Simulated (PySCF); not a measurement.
# CoO(OH), quintet: data card

All numbers come from UPBE0 in PySCF with Co def2-SVP, O def2-SVP, H def2-SVP; no relativity; density-fitted integrals.

The structure is a minimum.

```xyz
4
charge 0 multiplicity 5, angstrom
Co   -0.0093    0.0000    0.0528
O    -0.0100    0.0000    1.6652
O     0.0214    0.0000   -1.7045
H     0.7220    0.0000   -2.3584
```

```
Point group                                                                   : Cs
Bond lengths                                                                  : Co–O 1.612 Å, Co–O 1.758 Å, O–H 0.958 Å
Bond angles                                                                   : Co–O–H 134.0°, O–Co–O 179.0°
Zero-point energy                                                             : 37.4 kJ/mol
Principal polarisabilities                                                    : 15.5, 16.1, 49.7 bohr³
Enthalpy at 298.15 K above 0 K                                                : 14.69 kJ/mol
Dipole moment                                                                 : 2.23 D
Rotational symmetry number                                                    : 1
Heat capacity Cp at 298.15 K                                                  : 60.9 J/(mol K)
Highest occupied level (β)                                                    : -7.77 eV
Principal quadrupole moments (Buckingham, traceless) about the centre of mass : -10.01, 3.27, 6.74 D Å
Lowest empty level (β)                                                        : -3.44 eV
Atomisation energy without zero-point energy                                  : 1157 kJ/mol
Rotational constants                                                          : 36.03, 0.1744, 0.1736 cm⁻¹
Entropy at 298.15 K and 1 bar (electronic part: spin only)                    : 292.4 J/(mol K)
Spin squared ⟨S²⟩                                                             : 6.016
```

Harmonic modes (masses in u: Co 58.933, O 15.995, H 1.008):
```tsv
ω (cm⁻¹)	IR (km/mol)	μ (u)
124	71.4	13.65
136	47.7	9.95
410	219	1.24
707	30.6	6.65
906	93.5	19.82
3977	136	1.07
```

Charges (e):
```tsv
atom	Mulliken	Löwdin	polar tensor	spin (Mulliken)	Mayer order to Co1
Co1	0.92	0.63	1.22	2.90	–
O2	-0.51	-0.34	-0.57	0.95	1.78
O3	-0.59	-0.36	-0.98	0.14	0.90
H4	0.19	0.07	0.34	0.00	0.02
```
Other Mayer orders above 0.3: O–H 0.96.

Mulliken populations on Co1: s 6.46, p 12.42, d 7.20, f 0.00.

The spin densities have lower symmetry than the nuclear frame, so modes carry no symmetry labels. Other isomers or separated fragments may lie lower. Other spin states or occupations of the open shell can lie lower.

The final relaxation and frequency run took about 2.7 core-minutes on a shared host.
